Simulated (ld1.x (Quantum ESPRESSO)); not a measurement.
**What one change does to a pseudopotential (samarium (Sm), TM semilocal)**

```json
{
 "Element": "Sm (Z = 62)",
 "Generator": "ld1.x (Quantum ESPRESSO) 7.5",
 "Type": "norm-conserving Troullier–Martins (semilocal form)",
 "Functional": "PBEsol",
 "Relativity": "scalar-relativistic",
 "Frozen core": "[Kr] 4d10 5s2",
 "Valence charge": "14",
 "Reference configuration": "4f6 5p6 5d0 6s2 6p0",
 "Partial waves": "6s (bound): rc 3.90 bohr; 5d (bound, empty): rc 3.35 bohr; 4f (bound): rc 0.70 bohr; 5p (bound): rc 2.60 bohr",
 "Local potential": "the p channel",
 "Core correction": "none"
}
```

Change: wave 5p (bound): rc 2.60 bohr becomes 5p (bound): rc 2.34 bohr.

Cutoffs: the cutoffs (Ry, on a coarse ladder) from which the occupation-weighted sum of valence levels, in a spherical-Bessel basis at the reference potential, stays within 10 and 1 mRy of its value at 400 Ry; they do not see the model core or the augmentation charge, which bear on the density cutoff. Errors are all-electron minus pseudo energies relative to the spin-unpolarised reference configuration.

Task: Predict the effect on cutoff, ghosts and configuration errors.

Result: Of the 6 tests that both files solve, the error grows in 0 and shrinks in 2 by more than 15 % and 0.3 meV (median size 105.9 → 72.6 meV); neither file shows a bound ghost at the reference potential, the only one tested. A semilocal file is local in each channel, so a ghost entry of none says nothing of the separable form that plane-wave codes build from it.

```tsv
quantity	base	changed
cutoff, loose	over 300 Ry	over 300 Ry
cutoff, tight	over 300 Ry	over 300 Ry
bound ghosts	none	none
tests counted (converged, no solver errors)	6 of 7	6 of 7
error for 4f6 5p6 5d0 6s1 6p0, meV [ΔE 5.96 eV]	-1.4	-1.4
error for 4f6 5p6 5d0 6s0 6p0, meV [ΔE 16.95 eV]	-9.8	-9.6
error for 4f5 5p6 5d0 6s0 6p0, meV [ΔE 40.83 eV]	+237	+198
error for 4f4 5p6 5d0 6s0 6p0, meV [ΔE 82.87 eV]	+334	+136
error for 4f7 5p6 5d0 6s0 6p0, meV [ΔE 7.95 eV]	-202	-215
error for 4f6 5p6 5d0 6s1.5 6p0, meV [ΔE 2.38 eV]	-0.6	-0.6
s: phases at 4.23 bohr within 0.05 rad from the reference energy up to (Ry; the scan ends near 5)	0.9	0.9
p: phases at 4.23 bohr within 0.05 rad from the reference energy up to (Ry; the scan ends near 5)	-0.2	-0.1
d: phases at 4.23 bohr within 0.05 rad from the reference energy up to (Ry; the scan ends near 5)	0.9	0.9
f: phases at 4.23 bohr within 0.05 rad from the reference energy up to (Ry; the scan ends near 5)	to the end of the scan	to the end of the scan
```

Base: Tests not counted: 4f6 5p6 5d0 6s0 6p1 (solver errors, printed error -7.6 eV). These tests converged, but a pseudo level misses the all-electron one widely, so the file describes the atom poorly there or has found another state: 4f6 5p6 5d0 6s1 6p0: empty 6p by 3.7 eV; 4f6 5p6 5d0 6s0 6p0: empty 6p by 6.8 eV. ld1.x printed “convergence not achieved” for 2 of the counted tests; their residual had stalled under 1e-8, short of the target of 1e-14. Changed file: Tests not counted: 4f6 5p6 5d0 6s0 6p1 (solver errors, printed error -7.1 eV). These tests converged, but a pseudo level misses the all-electron one widely, so the file describes the atom poorly there or has found another state: 4f6 5p6 5d0 6s1 6p0: empty 6p by 3.7 eV; 4f6 5p6 5d0 6s0 6p0: empty 6p by 6.8 eV. ld1.x printed “convergence not achieved” for 2 of the counted tests; their residual had stalled under 1e-8, short of the target of 1e-14.
